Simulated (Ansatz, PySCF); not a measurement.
C₃H₁₀OSi₂, SMILES C[Si@@H]1C[SiH2]CO1. Atoms are numbered in the order given.

```xyz
16

C      2.6320    -0.2808    -0.1951
Si     0.9117    -0.5095     0.4808
C     -0.3570    -1.1835    -0.7478
Si    -1.6822     0.1658    -0.7592
C     -1.1164     1.1803     0.7667
O      0.2877     1.0100     0.8581
H      3.0971    -1.2544    -0.4151
H      3.2683     0.2446     0.5334
H      2.6088     0.3132    -1.1215
H      0.9434    -1.3673     1.7089
H      0.0780    -1.3304    -1.7486
H     -0.7708    -2.1481    -0.4145
H     -3.0818    -0.3488    -0.6386
H     -1.5812     0.9973    -1.9983
H     -1.6230     0.8357     1.6900
H     -1.3391     2.2554     0.6693
```
Charge 0, spin multiplicity 1.

Geometry optimised at PBE0-D3(BJ)/def2-SVP. The structure was generated by enumeration; whether it is a known compound was not checked. Other conformers were not sampled.

Two levels are set side by side: PBE-D3(BJ)/def2-SVP (Ansatz, a first-principles code) and PBE0-D3(BJ)/def2-SVP (Ansatz). Each level has its own optimised geometry; the coordinates shown are those of the second. Frequencies come from the Hessian of PySCF at each geometry. Differences are taken from unrounded values.

| quantity | PBE0-D3(BJ) | PBE-D3(BJ) | PBE-D3(BJ) minus PBE0-D3(BJ) |
|---|---|---|---|
| mean bond length (Å) | 1.429 | 1.440 | 0.011 |
| bond C1–Si2 (Å) | 1.862 | 1.874 | 0.011 |
| bond Si2–C3 (Å) | 1.890 | 1.902 | 0.012 |
| bond Si2–O6 (Å) | 1.685 | 1.704 | 0.018 |
| bond C3–Si4 (Å) | 1.891 | 1.904 | 0.013 |
| bond Si4–C5 (Å) | 1.918 | 1.931 | 0.013 |
| bond C5–O6 (Å) | 1.417 | 1.432 | 0.014 |
| bond C1–H7 (Å) | 1.101 | 1.109 | 0.008 |
| bond C1–H8 (Å) | 1.101 | 1.109 | 0.008 |
| bond C1–H9 (Å) | 1.101 | 1.109 | 0.008 |
| bond Si2–H10 (Å) | 1.498 | 1.510 | 0.012 |
| bond C3–H11 (Å) | 1.101 | 1.109 | 0.008 |
| bond C3–H12 (Å) | 1.101 | 1.109 | 0.008 |
| bond Si4–H13 (Å) | 1.496 | 1.507 | 0.011 |
| bond Si4–H14 (Å) | 1.496 | 1.506 | 0.010 |
| bond C5–H15 (Å) | 1.108 | 1.117 | 0.009 |
| bond C5–H16 (Å) | 1.102 | 1.111 | 0.009 |
| highest harmonic wavenumber (cm⁻¹) | 3170 | 3083 | -87 |
| mean harmonic wavenumber (cm⁻¹) | 1276 | 1234 | -42 |
| zero-point energy (kcal/mol) | 76.64 | 74.12 | -2.52 |

Exact exchange shortens and stiffens bonds; PBE has none. Differences between two approximate levels are no errors against the true value.
